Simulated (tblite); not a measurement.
Isomers of C4H11NO2Si. Computed with GFN2-xTB (tblite): harmonic, unscaled wavenumbers at the GFN2-xTB geometry, gas phase. This tight-binding method is rough: wavenumbers can miss measured ones by several per cent, in bad cases by 10 to 20. Modes of hydrogen on silicon can be 10 to 20 % off. One conformer each.

Electronic energies: GFN2-xTB at the same geometries; isomer energies are rough at this level and their order can be wrong.

| SMILES | electronic energy, lowest = 0 (kJ/mol) |
| --- | --- |
| C[C@@H](O)/C(CO)=N/[SiH3] | 243.7 |
| C=CC[Si@@](N)(O)OC | 76.4 |
| C=CCO[Si@@](C)(N)O | 74.5 |
| CC(=O)O[SiH2]N(C)C | 0.0 |
| C=C(C)[Si@@](N)(O)OC | 71.5 |
| [H]/N=C/[C@@H](C)O[SiH2]OC | 66.5 |

Task: How do GFN2-xTB zero-point energies change the relative energies?

Result: 
| SMILES | ZPE (kJ/mol) | of it from modes above 1550 cm⁻¹ | electronic (kJ/mol) | with ZPE, lowest = 0 (kJ/mol) | lowest mode (cm⁻¹) | rings |
| --- | --- | --- | --- | --- | --- | --- |
| CC(=O)O[SiH2]N(C)C | 388.8 | 199.0 | 0.0 | 0.0 | 44 | 0 |
| [H]/N=C/[C@@H](C)O[SiH2]OC | 388.0 | 199.3 | 66.5 | 65.7 | 35 | 0 |
| C=C(C)[Si@@](N)(O)OC | 394.7 | 218.0 | 71.5 | 77.4 | 16 | 0 |
| C=CCO[Si@@](C)(N)O | 392.8 | 218.6 | 74.5 | 78.4 | 6 | 0 |
| C=CC[Si@@](N)(O)OC | 395.0 | 218.6 | 76.4 | 82.6 | 33 | 0 |
| C[C@@H](O)/C(CO)=N/[SiH3] | 379.1 | 199.5 | 243.7 | 234.0 | 43 | 0 |

The zero-point energies span 15.9 kJ/mol, from `C[C@@H](O)/C(CO)=N/[SiH3]` to `C=CC[Si@@](N)(O)OC`. The order is unchanged.

Task: What do entropy and thermal enthalpy add at 298.15 K and 1 bar (rigid rotor, harmonic oscillator, one conformer each)?

Result: 
```json
{"SMILES": "CC(=O)O[SiH2]N(C)C", "point group": "C1", "symmetry number": "1", "S (J/(mol K))": "446.8", "H − H(0) (kJ/mol)": "32.69", "ZPE + H − H(0) − TS (kJ/mol)": "288.3"}
{"SMILES": "[H]/N=C/[C@@H](C)O[SiH2]OC", "point group": "C1", "symmetry number": "1", "S (J/(mol K))": "452.5", "H − H(0) (kJ/mol)": "32.69", "ZPE + H − H(0) − TS (kJ/mol)": "285.8"}
{"SMILES": "C=CC[Si@@](N)(O)OC", "point group": "C1", "symmetry number": "1", "S (J/(mol K))": "458.5", "H − H(0) (kJ/mol)": "34.57", "ZPE + H − H(0) − TS (kJ/mol)": "292.9"}
{"SMILES": "C[C@@H](O)/C(CO)=N/[SiH3]", "point group": "C1", "symmetry number": "1", "S (J/(mol K))": "436.4", "H − H(0) (kJ/mol)": "32.33", "ZPE + H − H(0) − TS (kJ/mol)": "281.4"}
```

Not tabulated: `C=C(C)[Si@@](N)(O)OC` (lowest mode only 16 cm⁻¹); `C=CCO[Si@@](C)(N)O` (lowest mode only 6 cm⁻¹).
